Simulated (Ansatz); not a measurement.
Abstraction of Cl: CCl3F + BCl2 → CCl2F + BCl3

Species: CCl3F (trichlorofluoromethane) `FC(Cl)(Cl)Cl`, singlet; BCl2 `Cl[B]Cl`, doublet; CCl2F (dichlorofluoromethyl radical) `F[C](Cl)Cl`, doublet; BCl3 (boron trichloride) `ClB(Cl)Cl`, singlet. A radical takes Cl: the energy is the difference in strength between the C–Cl bond broken and the B–Cl bond made.

Shapes, held fixed at every level: PBE0-D4/def2-TZVP. Programs: Ansatz 0.2.0. The zero-point and thermal change to 298 K, harmonic and unscaled (PBE0-D4/def2-TZVP), is +1.4 kJ/mol.

```tsv
level	kind	ΔH(298 K) (kJ/mol)	less CCSD(T)/CBS estimate
MP2/def2-TZVPP	perturbation theory	-177.8	-0.2
HF/def2-TZVPP	Hartree–Fock	-199.9	-22.3
BHLYP-D4/def2-TZVPP	global hybrid	-195.3	-17.7
wB97X-V/def2-TZVPP	range-separated hybrid	-187.7	-10.1
CCSD(T)/def2-SVP	coupled cluster or CI	-193.3	-15.7
CCSD/def2-SVP	coupled cluster or CI	-196.8	-19.2
CCSD/def2-TZVPP	coupled cluster or CI	-185.8	-8.2
CCSD(T)/CBS estimate	coupled cluster or CI	-177.6	0.0
```

The highest level, CCSD(T)/CBS estimate, gives ΔH(298 K) = -177.6 kJ/mol; the levels span -199.9 to -177.6. The column of differences is taken from that level and isn't an error. No measured value is set beside it here. Open shells run unrestricted. The CBS estimate extrapolates MP2 from def2-TZVPP and def2-QZVPP and adds CCSD(T) − MP2 in the triple-zeta set, cores frozen.
